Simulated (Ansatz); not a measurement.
The inner images of a band of BClFH3O (7 atoms, charge 0, multiplicity 1) are given out of order.

Level of theory: RKS B3LYP/def2-SVP (Ansatz 0.2.0).

First end point:

```xyz
7
Properties=species:S:1:pos:R:3
B 0.012 -0.030 0.087
F -0.122 0.514 1.325
H 1.064 0.117 -0.479
Cl -1.493 0.115 -0.972
O -0.040 -1.714 0.462
H -0.909 -2.007 0.129
H -0.073 -1.783 1.432
```

Last end point:

```xyz
7
Properties=species:S:1:pos:R:3
B -0.067 -0.439 -0.529
F 0.014 -0.133 2.386
H 0.966 0.163 -0.556
Cl -1.479 0.158 -1.403
O -0.130 -1.608 0.157
H -0.992 -2.048 0.092
H 0.127 -0.879 1.836
```

Task: Put them in order from the first end to the last, with their energies above the first end.
A.
```xyz
7
Properties=species:S:1:pos:R:3
B 0.009 -0.080 0.064
F -0.100 0.367 1.367
H 1.057 0.118 -0.490
Cl -1.506 0.172 -0.936
O -0.018 -1.726 0.452
H -0.851 -2.109 0.123
H -0.151 -1.529 1.401
```
B.
```xyz
7
Properties=species:S:1:pos:R:3
B -0.044 -0.454 -0.492
F -0.072 -0.054 2.261
H 0.998 0.130 -0.553
Cl -1.503 0.217 -1.224
O -0.079 -1.669 0.117
H -0.947 -2.100 0.066
H 0.086 -0.856 1.808
```
C.
```xyz
7
Properties=species:S:1:pos:R:3
B -0.018 -0.436 -0.330
F -0.113 0.043 1.873
H 1.024 0.131 -0.467
Cl -1.527 0.247 -0.956
O -0.014 -1.730 0.142
H -0.875 -2.166 0.052
H -0.038 -0.875 1.670
```
D.
```xyz
7
Properties=species:S:1:pos:R:3
B -0.023 -0.461 -0.427
F -0.121 0.024 2.083
H 1.020 0.117 -0.505
Cl -1.508 0.240 -1.077
O -0.039 -1.715 0.107
H -0.904 -2.148 0.042
H 0.014 -0.843 1.760
```
E.
```xyz
7
Properties=species:S:1:pos:R:3
B -0.009 -0.290 -0.077
F -0.118 0.069 1.545
H 1.043 0.137 -0.454
Cl -1.513 0.222 -0.914
O -0.012 -1.720 0.347
H -0.837 -2.163 0.094
H -0.114 -1.042 1.441
```
F.
```xyz
7
Properties=species:S:1:pos:R:3
B -0.001 -0.176 0.018
F -0.112 0.196 1.439
H 1.052 0.123 -0.468
Cl -1.506 0.206 -0.923
O -0.016 -1.719 0.428
H -0.841 -2.144 0.129
H -0.136 -1.272 1.360
```
G.
```xyz
7
Properties=species:S:1:pos:R:3
B -0.015 -0.378 -0.198
F -0.119 0.040 1.683
H 1.030 0.146 -0.450
Cl -1.528 0.231 -0.914
O -0.001 -1.726 0.231
H -0.845 -2.170 0.069
H -0.084 -0.930 1.563
```

Result: A (+0.08 eV), F (+0.49 eV), E (+0.99 eV), G (+0.75 eV), C (+0.51 eV), D (+0.39 eV), B (+0.36 eV).

Run time: 4.2 min on 1 thread of Arm Neoverse V1 (shared host), peak memory 0.17 GiB.
